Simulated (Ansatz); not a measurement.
Geometry optimisation, RKS PBE0/def2-SVP (Ansatz 0.2.0).

The input (input.yaml):

```yaml
crystal:
  periodic: [false, false, false]
  atoms:
    - { symbol: C, position_ang: [-1.4454, -0.1635, -0.1631] }
    - { symbol: C, position_ang: [0.0377, -0.1351, -0.1731] }
    - { symbol: "N", position_ang: [0.5313, -0.5089, -1.5008] }
    - { symbol: Al, position_ang: [0.7967, -1.4143, 1.2049] }
    - { symbol: Si, position_ang: [0.7029, 1.5575, 0.2782] }
    - { symbol: H, position_ang: [-1.8874, 0.1841, 0.8231] }
    - { symbol: H, position_ang: [-1.8632, -1.1219, -0.4291] }
    - { symbol: H, position_ang: [-1.836, 0.6252, -0.9311] }
    - { symbol: H, position_ang: [0.1969, -1.4368, -1.7045] }
    - { symbol: H, position_ang: [0.2098, 0.1623, -2.1828] }
    - { symbol: H, position_ang: [-0.3203, -2.2631, 2.1121] }
    - { symbol: H, position_ang: [2.3138, -1.592, 1.4421] }
    - { symbol: H, position_ang: [2.1223, 1.5655, 0.288] }
    - { symbol: H, position_ang: [0.1822, 1.9493, 1.6478] }
    - { symbol: H, position_ang: [0.2369, 2.5408, -0.6825] }
basis:
  gaussian: { orbitals: def2-SVP }
hamiltonian:
  xc: pbe0
relax:
  f_tol: 0.015
  max_steps: 40
output:
  orbitals: {}
```

Launched with:

```bash
$ ansatz run input.yaml --threads 2 --pin off --max-ram 3072MiB --backend cpu --events-out ev --progress --plain --runs-dir out
```

Problem. Where does it end, and by what steps?

Solution. The forces met the threshold. After 18 steps the energy has fallen by 1.051 eV; H10 moved furthest, 1.34 Å. Joined: N3–Al4 (2.87 → 2.01 Å).

```
step  energy less start (eV)  largest force component (eV/Å)  accepted
   0                  0.0000                           2.841       yes
   1                 -0.3224                           0.839       yes
   2                 -0.3642                           0.133       yes
   3                 -0.3808                           0.301       yes
   4                 -0.4126                           0.381       yes
   5                 -0.4827                           0.483       yes
   6                 -0.5950                           0.559       yes
   7                 -0.7675                           0.744       yes
   8                 -0.9197                           0.721       yes
   9                 -1.0198                           0.246       yes
  10                 -1.0005                           0.745        no
  11                 -1.0382                           0.226       yes
  12                 -1.0437                           0.154       yes
  13                 -1.0475                           0.087       yes
  14                 -1.0494                           0.062       yes
  15                 -1.0505                           0.037       yes
  16                 -1.0509                           0.025       yes
  17                 -1.0510                           0.022       yes
  18                 -1.0511                           0.010       yes
```

```xyz
15
Properties=species:S:1:pos:R:3
C -1.642 -0.019 -0.064
C -0.131 0.010 0.066
N 0.540 -0.853 -0.998
Al 0.828 -1.528 0.874
Si 0.613 1.715 0.246
H -2.105 0.493 0.794
H -2.042 -1.049 -0.062
H -2.007 0.482 -0.982
H -0.127 -1.293 -1.631
H 1.257 -0.393 -1.558
H -0.039 -2.843 1.114
H 2.341 -1.351 1.331
H 2.108 1.618 0.224
H 0.168 2.314 1.540
H 0.216 2.650 -0.866
```

Whether the end is a true minimum wasn't checked by a vibrational analysis.

Run time: 63 s on 2 threads of Intel(R) Xeon(R) Platinum 8488C (Sapphire Rapids), with other jobs on the host, peak memory 0.34 GiB.
